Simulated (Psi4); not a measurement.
Intermolecular potential of C2H2 ··· BF3 (SMILES C#C and FB(F)F), singlet. Monomers: optimised at B3LYP-D3(BJ) (def2-TZVP), held rigid. Orientation: a random orientation, not optimised. R is the distance of the centres of mass, along which the second monomer moves.

Geometry at R = 4.40 Å (first 4 atoms: monomer A):
```
8

C      0.5900     0.0169    -0.0983
C     -0.5900    -0.0170     0.0983
H      1.6378     0.0473    -0.2729
H     -1.6378    -0.0472     0.2729
F      4.2471     0.2005     0.6869
B      4.2409    -1.0900     0.4311
F      3.2916    -1.8552     0.9244
F      5.1843    -1.6163    -0.3195
```

Levels of theory: B3LYP-D3(BJ)/def2-TZVP, counterpoise-corrected (Psi4); SAPT0/jun-cc-pVDZ, frozen core (Psi4).

Interaction energies in kcal/mol:

```json
[
 {"R / Å": "3.79", "B3LYP-D3(BJ)/def2-TZVP": "3.87"},
 {"R / Å": "3.98", "B3LYP-D3(BJ)/def2-TZVP": "2.02"},
 {"R / Å": "4.21", "B3LYP-D3(BJ)/def2-TZVP": "0.91"},
 {"R / Å": "4.40", "B3LYP-D3(BJ)/def2-TZVP": "0.48"},
 {"R / Å": "4.61", "B3LYP-D3(BJ)/def2-TZVP": "0.26"},
 {"R / Å": "4.80", "B3LYP-D3(BJ)/def2-TZVP": "0.17"},
 {"R / Å": "5.10", "B3LYP-D3(BJ)/def2-TZVP": "0.11"},
 {"R / Å": "5.38", "B3LYP-D3(BJ)/def2-TZVP": "0.09"},
 {"R / Å": "5.93", "B3LYP-D3(BJ)/def2-TZVP": "0.06"},
 {"R / Å": "6.56", "B3LYP-D3(BJ)/def2-TZVP": "0.04"},
 {"R / Å": "7.60", "B3LYP-D3(BJ)/def2-TZVP": "0.02"},
 {"R / Å": "8.89", "B3LYP-D3(BJ)/def2-TZVP": "0.01"}
]
```

Q: Estimate the SAPT0/jun-cc-pVDZ values at these points.

A: 3.79: 5.09; 3.98: 3.07; 4.21: 1.76; 4.40: 1.17; 4.61: 0.78; 4.80: 0.57; 5.10: 0.38; 5.38: 0.28; 5.93: 0.16; 6.56: 0.10; 7.60: 0.05; 8.89: 0.02 (kcal/mol).
